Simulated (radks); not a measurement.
The numbers below are computed, except where a source is named.
Task: Ionisation of the iron ion Fe7+, [Ar] 3d1, to Fe8+, [Ar], under several functionals. Scalar-relativistic Kohn-Sham, spin-polarised, spherical densities, point nucleus; open shells are filled with parallel spins first; a radial shooting solver on a logarithmic mesh with Libxc functionals. The NIST Atomic Spectra Database gives 151.06 eV (measured). Rank these functionals by the error of their Delta-SCF ionisation energy: LDA (Slater exchange, Perdew-Zunger correlation); exchange-only PBE; XLYP; RPBE; exchange-only LDA; AM05; BP86.

Result: From best to worst: RPBE 151.11 eV (+0.1); AM05 151.22 eV (+0.2); XLYP 151.24 eV (+0.2); BP86 151.29 eV (+0.2); LDA (Slater exchange, Perdew-Zunger correlation) 151.52 eV (+0.5); exchange-only PBE 149.81 eV (-1.3); exchange-only LDA 149.52 eV (-1.5). Open shells are spherical and high-spin; term and fine-structure splittings are not resolved.
